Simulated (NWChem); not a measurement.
C2H6Si, singlet; SMILES C[Si]C

```xyz
9

Si     0.0000     0.0000     0.7568
C     -1.4384     0.0233    -0.4951
H     -2.4102    -0.2468    -0.0552
H     -1.2631    -0.5777    -1.4038
H     -1.5189     1.0780    -0.8300
C      1.4384    -0.0233    -0.4951
H      1.2631     0.5777    -1.4038
H      1.5189    -1.0780    -0.8300
H      2.4102     0.2468    -0.0552
```
Atoms are numbered in this order, from 1.

Low-valent species are run as closed-shell singlets; no triplet was tried in these runs. The geometry was optimised at PBE0/def2-SVP. B3LYP is NWChem's, with the RPA form of VWN correlation.

**Question.** Give the principal values of the shielding tensors (ppm) of Si1, C2 from B3LYP/6-311G** (spherical d), GIAO (NWChem), with their diamagnetic and paramagnetic parts as GIAO splits them.

**Answer.** 
| atom | σ11 | σ22 | σ33 | isotropic | diamagnetic | paramagnetic |
|---|---|---|---|---|---|---|
| Si1 | -1573.0 | -153.3 | 366.0 | -453.4 | 875.8 | -1329.2 |
| C2 | 87.9 | 164.9 | 173.4 | 142.1 | 250.8 | -108.7 |
